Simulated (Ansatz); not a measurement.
`CO[SiH2]O[SiH3]` + H₂Se → `CO[SiH2][SeH]` + `O[SiH3]`  (ligand exchange at the Si–O bond)

Computed with Ansatz on PBE0-D4/def2-TZVP structures; ΔE is electronic, products minus reactants. CCSD(T)/CBS adds triple-zeta CCSD(T) − MP2 to the extrapolated MP2 energy (def2 sets, frozen cores). DFT in def2-TZVPP. For Se outer-core shells are correlated without core-valence functions, which leaves a few kJ/mol of doubt a bond. Scalar relativity is left out up to krypton. Each species was taken in one conformer, which may not be the lowest.

`CO[SiH2]O[SiH3]`:

```xyz
13

C     0.825    0.935   -1.793
O     0.242   -0.320   -1.519
Si   -1.081   -0.524   -0.585
O    -0.796   -0.147    0.977
Si    0.147   -0.474    2.273
H     1.483    0.827   -2.657
H     0.067    1.692   -2.025
H     1.420    1.285   -0.943
H    -1.432   -1.956   -0.709
H    -2.168    0.380   -1.034
H    -0.542    0.024    3.488
H     0.378   -1.937    2.395
H     1.457    0.214    2.132
```

H₂Se:

```xyz
3

Se    0.138    0.620    0.255
H    -0.525    0.133   -0.960
H     0.387   -0.753    0.706
```

`CO[SiH2][SeH]`:

Z-matrix (Å, degrees):
```
C
O 1 1.411
H 1 1.096 2 111.3
H 1 1.096 2 111.6 3 121.5
H 1 1.091 2 108.1 3 -119.1
Si 2 1.639 1 122.4 3 -70.6
Se 6 2.261 2 109.9 1 -170.9
H 6 1.487 2 109.0 1 -48.8
H 6 1.486 2 111.8 1 72.8
H 7 1.469 6 92.7 2 71.4
```

`O[SiH3]`:

Cartesian coordinates in Å:
```
O -0.287 -0.873 -0.893
Si -0.084 0.283 0.263
H 0.493 -1.324 -1.217
H 0.531 -0.277 1.498
H -1.438 0.799 0.565
H 0.785 1.393 -0.217
```

```csv
level,ΔE (eV)
r2SCANh-D4,0.66
MP2/CBS(def2),0.63
```

Task: What does CCSD(T)/CBS give? (Best estimate.)

Result: Computed: +0.67 eV. The listed levels differ from it by -0.01, -0.04 eV.

Largest T1 diagnostic among the species: 0.011.

In def2-TZVPP, CCSD(T) changes the Hartree–Fock value by −0.15 eV (the triples alone add −0.03 eV) and MP2 by −0.19 eV. Leaving LDA and LC-ωPBE aside and taking each functional with its dispersion term where it has one, the values, not all of them listed here, spread over 0.26 eV, from PBE-D4 to BHLYP-D4. LDA lies +0.06 eV from PBE without D4.
